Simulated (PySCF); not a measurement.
Gas-phase reaction: 4 GaNH2 + 3 C4H10 (isobutane) → 4 Ga(CH3)2NH2 + C4H6 (butadiene)

Energies from PySCF, thermal terms from the rigid-rotor harmonic-oscillator model, ideal gas at 1 bar. † marks an energy on the PBE0/def2-TZVP geometry and frequencies; other levels use their own. MP2 freezes the core. 6-31G* has spherical d functions here. All species are closed-shell singlets. Ga: all electrons, no relativistic terms. Methyl groups turn as free rotors in Ga(CH3)2NH2. GaNH2, Ga(CH3)2NH2: computed as isolated molecules; such fragments, hydroxides, amides, oligomers or adducts are transient or little studied in the gas. MP2 isn't extrapolated to the basis-set limit; its ΔH°(298 K) is -88.7 kJ in def2-SVP and -182.4 kJ in def2-TZVPP. The harmonic model lacks anharmonicity and excited electronic states, which grow with temperature; levels with a mode under 35 cm⁻¹ are left out. Internal rotation in C4H10 (isobutane), C4H6 (butadiene) is treated as a harmonic vibration of one conformer, which makes the entropy rough.

```
level               ΔE electronic, kJ  ΔH°(298 K), kJ  ΔS°(298 K), J/K  ΔG°(2000 K), kJ
------------------  -----------------  --------------  ---------------  ---------------
BLYP/def2-TZVP†                    23             -15             -184              281
HF/6-31G*                          61              15             -186              311
HF/def2-TZVP†                       6             -32             -184              265
MP2/def2-SVP†                     -51             -89             -184              208
PBE/def2-TZVP†                    -26             -65             -184              232
PBE0/def2-SVP†                    -10             -48             -184              249
PBE0/def2-TZVP                    -39             -77             -184              219
r2SCAN/def2-TZVP†                 -94            -133             -184              164
ωB97X-V/def2-TZVP†                -62            -100             -184              197
```
ΔH° is lowest at r2SCAN/def2-TZVP† and highest at HF/6-31G*. No reference value is set beside these.
